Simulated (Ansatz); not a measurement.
Three-fold rotor about C1–Si2 in CH3ISi (SMILES C[Si]I); single points on GFN2-xTB geometries with the dihedral held.
Staggered geometry (60°) (charge 0, multiplicity 1):
```xyz
6

C     -0.65195    -0.01279    -0.00086
Si     0.80136     1.23116     0.00696
I      2.65971    -0.35855     0.62829
H     -0.77802    -0.48053     0.97571
H     -1.59173     0.47478    -0.25551
H     -0.48752    -0.80965    -0.72639
```

Cores are frozen in the correlated methods. Filled d and f shells under p-block atoms count as core. CBS(a, b) extrapolates the correlation energy as X⁻³ and adds the Hartree–Fock energy of set b. MP2 and its Hartree–Fock in def2-QZVPP are density fitted.

Programs: Ansatz (a quantum-chemistry and plane-wave program) with Gaussian orbitals. Each number belongs to the level named beside it. In def2 rows elements past Kr take small-core potentials, without spin–orbit coupling.

Energies above the staggered point (kcal/mol):

| dihedral (°) | PBE/def2-TZVPP | MP2/CBS(def2-TZVPP, def2-QZVPP) + ΔCCSD(T)/def2-TZVPP |
|---|---|---|
| 0 | 0.509 | 0.705 |
| 20 | 0.363 | 0.498 |
| 40 | 0.102 | 0.136 |
| 60 | 0.000 | 0.000 |
| 80 | 0.117 | 0.154 |
| 100 | 0.354 | 0.487 |
| 120 | 0.506 | 0.701 |

Moments of inertia of the two ends about the bond: 3.115 and 789.577 u Å².

Fit V = V₃/2 (1 − cos 3φ) + V₆/2 (1 − cos 6φ), φ counted from the staggered point, and estimate the harmonic torsional frequency.


V₃ is the energy at φ = 60°; at φ = 20° (mean of both sides) V = 0.25 V₃ + 0.75 V₆. The reduced moment I₁I₂/(I₁ + I₂) = 3.103 u Å² gives F = 16.8576/I = 5.433 cm⁻¹ (a rough rule where the frame isn't a symmetric top). Near the minimum V = kφ²/2 with k = (9V₃ + 36V₆)/2, and ω = √(2Fk), with 1 kcal/mol = 349.755 cm⁻¹.
- PBE/def2-TZVPP: V₃ = 0.51, V₆ = -0.023 kcal/mol, k = 656 cm⁻¹/rad², ω = 84 cm⁻¹
- MP2/CBS(def2-TZVPP, def2-QZVPP) + ΔCCSD(T)/def2-TZVPP: V₃ = 0.70, V₆ = -0.042 kcal/mol, k = 845 cm⁻¹/rad², ω = 96 cm⁻¹
